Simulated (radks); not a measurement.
Q: The mean radii <r> (bohr) of the occupied orbitals of an atom or ion are listed with their occupations. Calculated with a radial shooting solver on a logarithmic mesh with Libxc functionals: scalar-relativistic Kohn-Sham, PBE, spin-polarised, spherical densities, point nucleus.

orbital  occ.      <r>
1s up       1  0.06356
1s down     1  0.06356
2s up       1   0.2933
2s down     1   0.2929
2p up       3   0.2601
2p down     3   0.2597
3s up       1   0.8886
3s down     1   0.8900
3p up       3   0.9404
3p down     3   0.9427
3d up       3    1.130
4s up       1    2.545

Name the element and its charge. Open shells, if any, are filled with parallel spins first.

A: Z = 24, chromium, charge +2: Cr2+ in [Ar] 3d3 4s1. The 1s radius gives Z: for a bare nucleus <r> = (2 gamma + 1)/(2Z) with gamma = sqrt(1 - (Z/c)^2), 0.06186 bohr for Z = 24, and screening makes it slightly larger (0.06356 here). The occupations add up to 22, and the charge is Z minus that.
